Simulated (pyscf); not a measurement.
# Cl–Sn•(Cl)–Cl, doublet

Gas-phase minimum from PySCF at ωB97X-D3(BJ)/def2-SVP, one conformer. 

```xyz
4

Cl     3.6677     0.7665    -0.0531
Sn     1.5047     0.5672    -0.9284
Cl     0.0873     1.8609     0.4136
Cl     0.8522    -1.6678    -0.6770
```
Charge 0, spin multiplicity 2.

Bonds (Å): Cl1–Sn2 2.342, Sn2–Cl3 2.342, Sn2–Cl4 2.342. Bond angles (°): Cl1–Sn2–Cl3 107.3, Cl1–Sn2–Cl4 107.4, Cl3–Sn2–Cl4 107.3.

Properties at ωB97X-D3(BJ)/def2-SVP:

| Quantity | Value |
|---|---|
| Harmonic wavenumbers, unscaled | 101, 101, 122, 364, 391, 392 cm⁻¹ |
| Zero-point energy | 2.1 kcal/mol |
| Rotational symmetry number | 3 |
| Entropy of this conformer at 298 K and 1 atm, rigid rotor and harmonic oscillator, modes under 100 cm⁻¹ raised to 100 | 349.0 J/(mol K) |
| Dipole moment | 2.32 D |
| Spin expectation value S2 | 0.756 |

Single-point totals, which compare only within one level:

```csv
level,total energy (hartree)
ωB97X-D3(BJ)/def2-TZVP,-1595.15700
PBE/def2-TZVP,-1594.50357
r²SCAN/def2-TZVP,-1595.05949
B3LYP-D3(BJ)/def2-TZVP,-1595.19064
PBE0-D3(BJ)/def2-TZVP,-1594.62315
M06-2X/def2-TZVP,-1594.96196
ωB97M-D3(BJ)/def2-TZVP,-1595.24943
```

Elements past Kr carry the def2 core potentials, without spin-orbit coupling.
